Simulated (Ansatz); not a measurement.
`C[NH2+][Al-]([Cl])([Cl])[Cl]`, relaxed with RKS PBE-D4/def2-SVP in Ansatz 0.2.0 from a rough embedded geometry. The force threshold is 0.03 eV/Å; the program also tests the step.

Charge 0, multiplicity 1.

Start:

```xyz
11

C    -0.683    0.037   -1.300
N    -0.649   -0.393    0.103
Al    0.961    0.141    1.058
Cl    2.658   -0.730    0.142
Cl    0.800   -0.603    3.151
Cl    1.087    2.359    1.084
H    -1.574   -0.266   -1.790
H     0.221   -0.373   -1.786
H    -0.591    1.215   -1.335
H    -1.505    0.028    0.568
H    -0.725   -1.416    0.105
```

```csv
step,energy (eV),largest force (eV/Å),largest move (Å)
1,-46742.0639,2.634,0.000
2,-46742.5282,0.963,0.195
3,-46742.5817,0.240,0.041
4,-46742.5850,0.056,0.020
5,-46742.5853,0.029,0.009
```

End:

```xyz
11

C    -0.639    0.072   -1.287
N    -0.601   -0.359    0.136
Al    1.061    0.192    1.150
Cl    2.580   -0.775    0.003
Cl    0.628   -0.646    3.062
Cl    0.948    2.318    0.988
H    -1.568   -0.252   -1.793
H     0.243   -0.356   -1.800
H    -0.555    1.175   -1.315
H    -1.414    0.016    0.650
H    -0.683   -1.386    0.206
```

It took 12 s on 4 threads of an Arm Neoverse V1 on a shared host, with 0.19 GiB of host memory at the peak.
